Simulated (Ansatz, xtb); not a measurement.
Ligand exchange: HOI + NaNH2 → H3NO + NaI

Species: HOI (hypoiodous acid) `OI`, singlet; NaNH2 `[NH2][Na]`, singlet; H3NO (hydroxylamine) `NO`, singlet; NaI (Sodium Iodide), singlet. The partners trade I for NH2: O–I and Na–NH2 bonds give way to O–NH2 and Na–I.

Shapes, held fixed at every level: PBE0-D4/def2-TZVP. Flexible molecules stand in one conformer, not always the lowest. Programs: Ansatz 0.2.0, xtb 6.7.1. The zero-point and thermal change to 298 K, harmonic and unscaled (PBE0-D4/def2-TZVP), is +14.9 kJ/mol.

```csv
level,kind,ΔH(298 K) (kJ/mol),less CCSD(T)/def2-TZVPP
GFN1-xTB,semi-empirical,-157.3,+1.8
HF/def2-SVP,Hartree–Fock,-255.0,-95.9
HF/def2-TZVPP,Hartree–Fock,-214.8,-55.7
SPW92/def2-TZVPP,LDA,-153.7,+5.4
PBE0-D4/def2-TZVPP,global hybrid,-171.0,-11.9
MP2/def2-SVP,perturbation theory,-207.4,-48.3
MP2/def2-TZVPP,perturbation theory,-155.8,+3.3
CCSD(T)/def2-TZVPP,coupled cluster or CI,-159.1,0.0
```

The highest level, CCSD(T)/def2-TZVPP, gives ΔH(298 K) = -159.1 kJ/mol; the levels span -255.0 to -153.7. The column of differences is taken from that level and isn't an error. No measured value is set beside it here. For atoms past krypton def2 sets carry core potentials with scalar relativity. Outer-core shells of I, Na are correlated in most correlated rows, in sets that cover them unevenly.
